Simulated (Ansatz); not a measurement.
Isolated molecules relaxed with PBE0-D4/def2-TZVP in Ansatz; ΔE leaves out vibrations. CBS: MP2 limit from def2 TZ/QZ plus the TZ coupled-cluster correction, frozen cores. This one scheme is used for every species. Functionals use def2-TZVPP. B3LYP here is the variant with VWN-RPA as its local correlation; programs differ in this. For Ge outer-core shells are correlated without core-valence functions, which leaves a few kJ/mol of doubt a bond. Scalar relativity is left out up to krypton. Each species was taken in one conformer, which may not be the lowest.

`C[S][GeH2][SiH3]` + `OBF` → `O[B](F)[GeH2][SiH3]` + CH₃SH  (formal exchange of groups at a Ge–S bond)

Q: Is it downhill or uphill in electronic energy at CCSD(T)/CBS, and by how much? (Estimate.)

A: Ansatz gave: Uphill: ΔE = +0.57 eV.

Q: What do these levels give: PBE-D4, r2SCAN-D4, B3LYP-D4, ωB97M-V, PBE0, HF/def2-TZVPP, CCSD/def2-TZVPP, CCSD(T)/def2-TZVPP, HF/def2-QZVPP, MP2/def2-QZVPP, HF/CBS(def2), CCSD/CBS(def2)? (Estimate.)

A: The calculation gave: PBE-D4 0.53, r2SCAN-D4 0.55, B3LYP-D4 0.61, ωB97M-V 0.57, PBE0 0.52, HF/def2-TZVPP 0.66, CCSD/def2-TZVPP 0.56, CCSD(T)/def2-TZVPP 0.57, HF/def2-QZVPP 0.66, MP2/def2-QZVPP 0.65, HF/CBS(def2) 0.66, CCSD/CBS(def2) 0.57 eV.

Largest T1 diagnostic among the species: 0.013.

From PBE to PBE0 (25 % exact exchange), in def2-TZVPP and without D4, ΔE moves by +0.03 eV. The D4 term adds +0.07 eV with B3LYP and +0.04 eV with PBE0; it sums over pairs of atoms, weighted by their polarisabilities, and B3LYP, whose exchange is more repulsive, gets the larger term.
